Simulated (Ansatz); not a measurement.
Reaction (formal exchange of groups at a Ge–Al bond): `[SiH3][AlH][GeH3]` + difluoromethane → `F[CH](F)[GeH3]` + `[AlH2][SiH3]`

Program: Ansatz. Geometries: PBE0-D4/def2-TZVP. ΔE: electronic, gas phase. CCSD(T)/CBS is the MP2 limit (def2-TZVPP, def2-QZVPP) plus CCSD(T) − MP2 in def2-TZVPP, frozen cores. This one scheme is used for every species. DFT in def2-TZVPP. B3LYP here is the variant with VWN-RPA as its local correlation; programs differ in this. HSE06 is defined as in plane-wave codes. For Ge outer-core shells are correlated without core-valence functions, which leaves a few kJ/mol of doubt a bond. Scalar relativity is left out up to krypton.

`[SiH3][AlH][GeH3]`:

Cartesian coordinates in Å:
```
Si -0.335 -0.916 -1.908
Al 0.003 -0.895 0.526
Ge 0.328 1.288 1.659
H -1.522 -0.088 -2.270
H -0.539 -2.277 -2.479
H 0.842 -0.308 -2.594
H 0.018 -2.243 1.370
H -0.878 2.221 1.419
H 1.558 2.028 1.091
H 0.525 1.190 3.184
```

`FCF`:

Z-matrix (Å, degrees):
```
C
F 1 1.351
F 1 1.351 2 108.6
H 1 1.093 2 108.8 3 118.2
H 1 1.094 2 108.8 3 -118.2
```

`F[CH](F)[GeH3]`:

Cartesian coordinates in Å:
```
F -1.523 -0.323 -1.155
C -0.178 -0.298 -0.943
F 0.354 0.613 -1.805
Ge 0.211 0.231 0.943
H 0.217 -1.282 -1.221
H -0.417 -0.816 1.872
H -0.399 1.615 1.182
H 1.734 0.260 1.127
```

`[AlH2][SiH3]`:

Cartesian coordinates in Å:
```
Al 0.503 1.266 0.355
Si -0.393 -0.932 -0.276
H -0.199 2.614 -0.109
H 1.816 1.351 1.246
H 0.624 -1.715 -1.038
H -0.731 -1.731 0.939
H -1.620 -0.853 -1.117
```

| level | ΔE (eV) |
| --- | --- |
| B3LYP-D4 | 0.75 |
| r2SCANh-D4 | 0.79 |
| HSE06 | 0.83 |
| LC-ωPBE | 0.74 |

Question: What does CCSD(T)/CBS give? (An estimate is asked.)

Answer: Computed: +0.78 eV. The listed levels differ from it by -0.03, 0.01, 0.05, -0.04 eV.

Largest T1 diagnostic among the species: 0.013.

From BLYP to BHLYP (50 % exact exchange), in def2-TZVPP and without D4, ΔE moves by +0.05 eV. Leaving LDA and LC-ωPBE aside and taking each functional with its dispersion term where it has one, the values, not all of them listed here, spread over 0.18 eV, from B97M-V to HSE06-D4.
